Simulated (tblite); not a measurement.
Compound: C4H11F2NSi.
Structure used (GFN2-xTB), in Å, numbered top down from 1:
```xyz
19
C4H11F2NSi angstrom
C     -1.548    0.988   -1.090
N     -1.258   -0.188   -0.299
C     -2.461   -0.887    0.082
Si     0.158   -0.377    0.647
C      1.631    0.325   -0.371
F      1.581    1.714   -0.412
C      2.971   -0.037    0.249
F      3.121   -1.398    0.266
H     -0.631    1.507   -1.350
H     -2.196    1.685   -0.546
H     -2.061    0.693   -2.009
H     -3.097   -0.272    0.728
H     -3.034   -1.150   -0.811
H     -2.203   -1.796    0.616
H      0.349   -1.814    0.822
H      0.217    0.334    1.938
H      1.616   -0.004   -1.415
H      3.025    0.311    1.285
H      3.809    0.377   -0.324
```

All values are computed: GFN2-xTB (tblite) harmonic vibrations without scaling, gas phase. This tight-binding method is rough: wavenumbers can miss measured ones by several per cent, in bad cases by 10 to 20. Modes of hydrogen on silicon can be 10 to 20 % off. One conformer, not necessarily the lowest.

Harmonic wavenumbers (cm⁻¹): 38.0, 55.0, 77.5, 120.5, 163.1, 173.0, 194.6, 246.1, 275.3, 307.0, 350.4, 402.0, 448.1, 528.8, 599.2, 661.9, 701.2, 766.8, 789.7, 962.7, 1028.3, 1044.4, 1055.5, 1057.1, 1087.0, 1098.8, 1126.5, 1172.9, 1198.7, 1257.2, 1271.0, 1311.1, 1329.8, 1418.8, 1430.0, 1462.1, 1476.8, 1487.2, 1497.5, 1508.0, 2163.4, 2304.2, 2912.4, 2916.9, 2929.6, 2937.3, 2956.8, 2960.3, 2965.5, 3049.3, 3070.7.

A = 2807, B = 934.8, C = 757.8 MHz; mass 139.063 u (most abundant isotopes); point group C1, symmetry number 1.

Problem. Zero-point energy?

Solution. ½Σν̃ = 32173 cm⁻¹ = 384.88 kJ/mol.

Problem. Give the ideal-gas entropy at 350 K and 1 bar in the rigid-rotor, harmonic-oscillator model (classical rotation).

Solution. Translation 173.74, rotation 125.30, vibration 169.06: S = 468.1 J/(mol K).

Problem. And Cp and H(350 K) − H(0)?

Solution. Cp = 189.68 J/(mol K), of which vibrations give 156.42 (their classical limit is 51 R = 424.0); H(350 K) − H(0) = 41.23 kJ/mol without the zero-point energy, 29.59 from vibrations.

Problem. Which modes carry the vibrational entropy at 350 K?

Solution. 38.0 cm⁻¹: 23.76; 55.0 cm⁻¹: 20.69; 77.5 cm⁻¹: 17.86; 120.5 cm⁻¹: 14.24; 163.1 cm⁻¹: 11.79; 173.0 cm⁻¹: 11.32 J/(mol K); the other 45 give 69.40 together.

Problem. How do the functions run with temperature in this model?

Solution. 
```csv
T (K),S (J/(mol K)),Cp (J/(mol K)),H − H(0) (kJ/mol),G − H(0) (kJ/mol),ln q(vib)
150,345.0,111.6,11.10,-40.66,4.03
250,411.2,150.5,24.21,-78.59,7.19
298.15,439.3,169.5,31.92,-99.08,8.64
400,494.7,208.4,51.19,-146.68,11.60
600,591.7,271.0,99.48,-255.55,17.10
900,714.3,332.6,190.78,-452.06,24.67
```

q(vib) and H(0) count from the zero-point level.

Problem. Blend soft modes into free rotors: weight 1/[1 + (100 cm⁻¹/ν̃)⁴] for the oscillator and the rest for a rotor with moment μB/(μ + B), μ = h/(8π²ν), B = 10⁻⁴⁴ kg m². What vibrational entropy results?

Solution. 152.88 J/(mol K) in place of 169.06, which changes −T·S at 350 K by +5.67 kJ/mol.

Problem. What must be added to the electronic energy to get the Gibbs energy at 350 K and 1 bar?

Solution. ZPE + [H(350 K) − H(0)] − T·S = 384.88 + 41.23 − 163.84 = 262.27 kJ/mol.

Hindered rotation and anharmonicity are outside this model. Other conformers, if any are populated, would add a mixing term that is left out. The structure is chiral; the term R ln 2 for an equal mix with its mirror image is left out.
